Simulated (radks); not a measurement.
Q: Neutral nitrogen, [He] 2s2 2p3. Method: non-relativistic Kohn-Sham, exchange-only B88, spin-polarised, spherical densities, point nucleus; computed with a radial shooting solver on a logarithmic mesh with Libxc functionals. Every spin shell is full or empty, so the densities are truly spherical. Functionals are evaluated on that one density, not self-consistently. Rank these exchange functionals by their error against the exact value of the orbitals, and give that value: LDA, RPBE, B86b, EV93, APBE, SCAN, MS2, Tao-Mo, TASK.

A: Exact: -6.56478 hartree. From best to worst, with 100 (|E| - |E exact|)/|E exact| (equal figures are ties): B86b +0.16, SCAN +0.17, Tao-Mo +0.46, RPBE +0.50, MS2 +0.52, APBE +0.79, TASK -2.49, EV93 +3.25, LDA -10.51.
